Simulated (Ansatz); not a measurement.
Relative stability

The two ends of one reaction step of GeAsH7S, closed shell (PBE0-D4/def2-TZVP).

A:

```csv
atom,x (Å),y (Å),z (Å)
Ge1,-1.1967,-1.0201,-0.3699
S2,2.2599,1.0604,1.7762
H3,-0.9707,-2.3378,-1.1267
H4,-0.4201,-1.0604,0.9565
H5,-2.6948,-0.8585,-0.0702
H6,1.4356,1.1534,0.7204
As7,-0.5133,0.8060,-1.8146
H8,1.6593,-0.0580,2.2096
H9,-0.5255,1.8104,-0.6686
H10,0.9664,0.5048,-1.6128
```

B:

| atom | x (Å) | y (Å) | z (Å) |
| --- | --- | --- | --- |
| Ge1 | -0.8780 | -1.4116 | 0.9422 |
| S2 | 0.7508 | -0.1175 | 1.7405 |
| H3 | -0.5683 | -1.8235 | -0.5042 |
| H4 | -1.0243 | -2.6622 | 1.8243 |
| H5 | -2.1395 | -0.5467 | 1.0105 |
| H6 | 0.6891 | 2.6850 | -0.6414 |
| As7 | 0.0218 | 1.5919 | -1.4579 |
| H8 | 1.7127 | -1.0403 | 1.5755 |
| H9 | 0.0884 | 2.4157 | -2.7392 |
| H10 | 1.3474 | 0.9093 | -1.7504 |

Program: Ansatz 0.2.0. Basis: def2-TZVPP. Cores are frozen in the correlated methods. Filled d shells of the heavier atoms are correlated. The def2 sets are not built for correlating such inner shells, so the correlated values are less sure here. B3LYP uses VWN-RPA correlation.

(1) Which structure is lower at CCSD(T), and by how much? (Judge from chemistry; the value comes from the calculation.)

No T1 diagnostic of these runs exceeds 0.012.

Answers

(1) Computed: B, by 1.95 kcal/mol (electronic energy, against the other). By their contacts, A is a complex of GeAsH₅ ([GeH3][AsH2]) + H₂S and B is a complex of GeH₄S ([SH][GeH3]) + AsH₃.

All methods give the same order:

| method | E(B) − E(A) (kcal/mol) |
| --- | --- |
| SPW92 | -1.24 |
| PBE-D4 | -1.33 |
| BLYP-D4 | -1.78 |
| r2SCAN-D4 | -2.02 |
| B97M-V | -3.80 |
| PBE0-D4 | -1.76 |
| B3LYP-D4 | -2.04 |
| r2SCAN0-D4 | -2.08 |
| BHLYP-D4 | -2.79 |
| CAM-B3LYP-D4 | -2.27 |
| wB97X-V | -2.78 |
| wB97M-V | -2.50 |
| B2PLYP | -1.80 |
| PBE-QIDH | -2.16 |
| RPA on PBE | -2.21 |
| HF | -3.43 |
| MP2 | -2.17 |
| CCSD | -1.98 |
| CCSD(T) | -1.95 |

Labels in which every atom is bracketed show which atoms are joined, not bond orders.

For scale, one of the runs: CCSD(T)/def2-TZVPP, 236 basis functions, launched by `ansatz run in.yaml --threads 8 --pin off --events-out ev --progress --plain --max-ram 19148MiB`. Hardware: 8 CPU threads of an Arm Neoverse V2, shared host. Wall time 88 s; peak host memory 4.2 GiB.
